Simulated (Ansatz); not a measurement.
A geometry relaxed with Ansatz (a program for electronic structure) with B3LYP-D3(BJ)/def2-SVP, charge 0, multiplicity 1:

```xyz
18

In     0.5855     0.7671     0.1245
H      3.4876    -0.7594    -0.8684
C     -0.1790    -2.2194    -0.2198
H     -2.6202    -1.3201     0.5294
Si     3.0729     0.0530     0.3166
N     -0.6547    -0.8585    -0.1406
H     -2.4550    -1.1559    -1.2350
H      3.2857    -0.7874     1.5353
H      0.9176    -2.2651    -0.1248
C     -2.0893    -0.7542    -0.2658
H     -2.4206     0.2943    -0.1988
H      0.1317     4.1663     0.4460
H     -1.4415     3.2223    -1.1262
Si    -0.7509     2.9909     0.1800
H      3.9865     1.2312     0.4077
H     -0.6078    -2.8598     0.5806
H     -0.4475    -2.7002    -1.1848
H     -1.8010     2.9550     1.2440
```

Problem. Write the SMILES of this molecule.

Solution. `C[N](C)[In]([SiH3])[SiH3]`
